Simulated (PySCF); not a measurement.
Species: sum formula SiPH5, net charge 1, doublet state. SMILES of the parent species: [SiH3]P
Coordinates optimised at B3LYP-D3(BJ)/def2-TZVP (Ansatz):
```xyz
7

Si    -1.1672     0.1228     0.0972
P      1.1330    -0.1087    -0.1516
H     -1.6720    -0.9259    -0.7983
H     -1.3751     1.5128    -0.3287
H     -1.3210    -0.1368     1.5409
H      1.7245    -1.3674     0.0475
H      1.9892     0.8283     0.4507
```
Charge +1, spin multiplicity 2.

Dispersion corrections to the total energy (kcal/mol) from the dftd3 and dftd4 libraries through PySCF: D3(BJ) without and D4 with the three-body term, each with the damping fitted for the functional named.

```tsv
functional	D3(BJ)	D4
LC-wPBE	-2.90	-2.32
TPSS	-3.72	-2.77
BP86	-5.02	(withheld)
r2SCAN	-0.78	-0.45
PBE	-2.89	(withheld)
B3LYP	(withheld)	-3.37
BLYP	-6.47	-4.53
```

Question: Complete the blanks.

Answer: 
- BP86, D4: -2.79
- PBE, D4: -2.05
- B3LYP, D3(BJ): -5.35
